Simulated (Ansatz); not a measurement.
Abridged output of a molecular run in Ansatz:

```
Functional definition: HF
1901 factors; integrals over basis functions are off by at most 7.6e-4 eV
mean field evaluation 1: about -26663.2344 eV, gradient 6.9e1 eV
mean field evaluation 2: about -26663.6196 eV, gradient 7.0e1 eV
mean field evaluation 4: about -26671.7584 eV, gradient 3.8e0 eV
mean field evaluation 8: about -26671.8565 eV, gradient 3.0e-1 eV
mean field -26671.85676626 eV, -980.1726573263 hartree, gradient 6.2e-6 eV, S^2 0.000000; 0 other end points of the search recorded, 0 dependent functions left out
15 core orbitals not correlated: weight in the atoms' cores, before any rotation towards them, 1.000 or more for the frozen orbitals, at most 0.000 for the correlated occupied ones
reference -26671.85676626 eV, -980.1726573263 hartree; 22, 22 occupied and 272, 272 virtual orbitals, 1901 factors
second order -39.13020536 eV of doubles, -0.00000000 eV of singles
cycle   1  -38.77770008 eV  change    3.5e-1 eV  update   1.3e-1
cycle   2  -39.58761822 eV  change   -8.1e-1 eV  update   3.6e-2
cycle   3  -39.77961232 eV  change   -1.9e-1 eV  update   1.9e-2
cycle   4  -39.75318617 eV  change    2.6e-2 eV  update   4.1e-3
cycle   5  -39.75006048 eV  change    3.1e-3 eV  update   2.0e-3
cycle   6  -39.75190798 eV  change   -1.8e-3 eV  update   6.2e-4
cycle   7  -39.75163549 eV  change    2.7e-4 eV  update   2.2e-4
cycle   8  -39.75146377 eV  change    1.7e-4 eV  update   6.7e-5
cycle   9  -39.75147059 eV  change   -6.8e-6 eV  update   2.6e-5
perturbative correction -1.35907400 eV, -0.0499450482 hartree
Total energy: -26712.96731085 eV, -981.6834419741 hartree
```

Its atoms:

```xyz
12

O     0.475    1.187    1.870
Si   -0.282    1.370    0.420
F    -1.849    1.619    0.661
Si    0.052   -0.706   -0.611
O     0.153   -1.838    0.575
O    -1.130   -1.216   -1.619
O     1.409   -0.519   -1.500
H     0.610    1.956    2.426
H     0.203    2.595   -0.268
H     0.587   -1.563    1.387
H    -1.870   -1.676   -1.218
H     1.642   -1.210   -2.123
```

(1) Which basis set was used?
A. def2-SVP
B. def2-QZVPP
C. def2-TZVPP
D. cc-pV(D+d)Z

(2) Write the keys of the input that set method, charge and spin (a neutral closed shell needs none for the last two).

## Answers

(1) C. It gives 309 functions.

(2) 
```yaml
correlation: {method: ccsd_t}
```
